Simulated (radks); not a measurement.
The numbers below are computed, except where a source is named.
Species: Cu2+. Configuration: [Ar] 3d9. Code: a radial shooting solver on a logarithmic mesh with Libxc functionals. Model: Dirac Kohn-Sham, exchange-only LDA, spin-unpolarised, spherical densities, finite nucleus; open shells are shared between the two j in proportion to 2j + 1; Fermi nuclear charge, rms radius 3.8823 fm.

Unscreened Slater integrals over Kohn-Sham orbitals (hartree). Large and small components are both included. Empty in this configuration: 4s1/2.

integral            value
F0(3d5/2,3d5/2)    1.0062
F2(3d5/2,3d5/2)   0.45610
F4(3d5/2,3d5/2)   0.28194
F0(3d5/2,3d3/2)    1.0096
F2(3d5/2,3d3/2)   0.45770
G2(3d5/2,3d3/2)   0.45722
G4(3d5/2,3d3/2)   0.28267
F0(3d5/2,3p3/2)    1.0944
F2(3d5/2,3p3/2)   0.50915
G1(3d5/2,3p3/2)   0.62928
G3(3d5/2,3p3/2)   0.37975
F0(3d5/2,3p1/2)    1.1015
G3(3d5/2,3p1/2)   0.38188
F0(3d5/2,4s1/2)   0.49542
G2(3d5/2,4s1/2)  0.062427
F0(3d3/2,3d3/2)    1.0130
F2(3d3/2,3d3/2)   0.45932
F0(3d3/2,3p3/2)    1.0984
F2(3d3/2,3p3/2)   0.51117
G1(3d3/2,3p3/2)   0.63139
G3(3d3/2,3p3/2)   0.38111
F0(3d3/2,3p1/2)    1.1056
G1(3d3/2,3p1/2)   0.63617
F0(3d3/2,4s1/2)   0.49584
G2(3d3/2,4s1/2)  0.061596
F0(3p3/2,3p3/2)    1.2069
F2(3p3/2,3p3/2)   0.60040
F0(3p3/2,3p1/2)    1.2155
G2(3p3/2,3p1/2)   0.60399
F0(3p3/2,4s1/2)   0.50693
G1(3p3/2,4s1/2)  0.031774
F0(3p1/2,3p1/2)    1.2243
F0(3p1/2,4s1/2)   0.50758
G1(3p1/2,4s1/2)  0.031317
F0(4s1/2,4s1/2)   0.39474
